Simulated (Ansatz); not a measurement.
One change: `O=C[CH2][GeH3]` becomes `[CH3][Zn][CH2]C=O`.

Ansatz, PBE0-D4/def2-TZVP geometries, multiplicity 1. Each molecule was computed in one conformer, which needn't be the lowest.

Scalar relativity is left out up to krypton.

```tsv
property	`O=C[CH2][GeH3]`
HOMO–LUMO gap (B3LYP/def2-TZVPP) / eV	6.08
HOMO–LUMO gap (PBE/def2-TZVPP) / eV	3.88
HOMO energy (PBE/def2-TZVPP) / eV	-5.83
HOMO–LUMO gap (PBE0/def2-TZVPP) / eV	6.59
LUMO energy (PBE/def2-TZVPP) / eV	-1.96
LUMO energy (B3LYP/def2-TZVPP) / eV	-1.12
```

(1) What does the change do to each property? (Estimate.)

## Answers

(1) The calculation gave: 
```csv
property,`[CH3][Zn][CH2]C=O`,shift
HOMO–LUMO gap (B3LYP/def2-TZVPP) / eV,5.69,-0.39
HOMO–LUMO gap (PBE/def2-TZVPP) / eV,3.72,-0.16
HOMO energy (PBE/def2-TZVPP) / eV,-5.40,0.43
HOMO–LUMO gap (PBE0/def2-TZVPP) / eV,6.19,-0.40
LUMO energy (PBE/def2-TZVPP) / eV,-1.68,0.28
LUMO energy (B3LYP/def2-TZVPP) / eV,-1.03,0.09
```

With PBE0 the HOMO rises by 0.48 eV and the LUMO rises by 0.08 eV, so the gap narrows by about 0.40 eV. PBE moves the HOMO by 0.43 eV and ωB97M-V by 0.52 eV.

B3LYP here is the variant with VWN-RPA as its local correlation; programs differ in this.
